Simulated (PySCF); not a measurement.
Excitation energy of Sc by level of theory

Sc [Ar] 3d1 4s2 (2D) → Sc [Ar] 3d1 4s1 4p1 (high-spin determinant), as a difference of total energies. Computed with PySCF 2.14 in x2c-QZVPPall, with scalar relativity by spin-free X2C-1e. Correlated levels: valence and next inner shell: [Ne] frozen. The calculations carry no spin-orbit coupling.

| method | excitation energy (eV) |
| --- | --- |
| UHF | 0.957 |
| MP2 (valence and next inner shell) | 1.866 |
| SCS-MP2 (valence and next inner shell) | 1.988 |
| CCSD (valence and next inner shell) | 1.877 |
| CCSD(T) (valence and next inner shell) | 1.967 |

Question: How much does correlation contribute at CCSD(T) (valence and next inner shell)?

Answer: 1.967 − (0.957) = 1.010 eV, measured against UHF.

The basis was made for the ground configuration and has no added diffuse functions, so the excitation energy can come out too high.

The determinant of the upper state mixes LS terms, which raises its energy above the lowest term, most at the Hartree-Fock and MP2 levels.
